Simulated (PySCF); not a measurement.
SnHCl₂Br, SMILES [SnH]([Br])([Cl])[Cl]. The structure is a stationary point at PBE0-D3(BJ)/def2-SVP. The structure was generated by enumeration; whether it is a known compound was not checked. The def2 effective core potentials stand for the cores of Sn; spin–orbit coupling is left out.

**Question.** Give the equilibrium geometry at PBE0-D3(BJ)/def2-SVP (PySCF confirms it by a frequency run) as a Z-matrix, and its point group. (Estimate from the structure and the level; the computed values follow.)

**Answer.** point group Cs.
```
Sn
H 1 1.7002
Cl 1 2.3301 2 110.78
Cl 1 2.3301 2 110.78 3 118.73
Br 1 2.4667 2 112.07 3 -120.63
```
Charge 0, spin multiplicity 1.
